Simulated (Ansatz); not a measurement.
The cluster Ga3H5. Charge 0, multiplicity 3. Geometry r2SCAN-D4/def2-SVP, that of the neutral singlet; atoms count from 1.

```xyz
8

Ga    1.084   -0.310    0.555
Ga   -1.444   -0.122    0.551
Ga   -0.371    0.028   -1.512
H     2.445   -0.057    1.289
H    -0.084   -0.374   -2.980
H    -2.471   -0.694    1.560
H    -0.179    0.701    1.400
H     1.021    0.830   -0.863
```

At PBE0-D4/def2-TZVP a singlet of charge 0 lies 2.65 eV below the triplet at the same geometry. The structure comes from a short search, and lower isomers may exist.

Estimate the Mulliken populations from the PBE0/def2-TZVP orbitals of Ansatz.


| atom | charge (e) | spin (α − β) |
| --- | --- | --- |
| Ga1 | 0.08 | 0.73 |
| Ga2 | 0.05 | 0.54 |
| Ga3 | -0.02 | 0.65 |
| H4 | 0.00 | 0.09 |
| H5 | -0.03 | 0.00 |
| H6 | -0.03 | 0.00 |
| H7 | -0.03 | 0.00 |
| H8 | -0.02 | 0.00 |
Mulliken values depend strongly on the basis.

Where does the spin sit?

Summed by element: Ga 1.92, H 0.08, of 2 unpaired in all. Largest on single atoms: Ga1 0.73, Ga3 0.65, Ga2 0.54.

And the Mayer bond orders between heavy atoms (over 0.3)?

Ga1–Ga2 0.67 (2.54 Å); Ga1–Ga3 0.64 (2.55 Å); Ga2–Ga3 0.78 (2.33 Å).
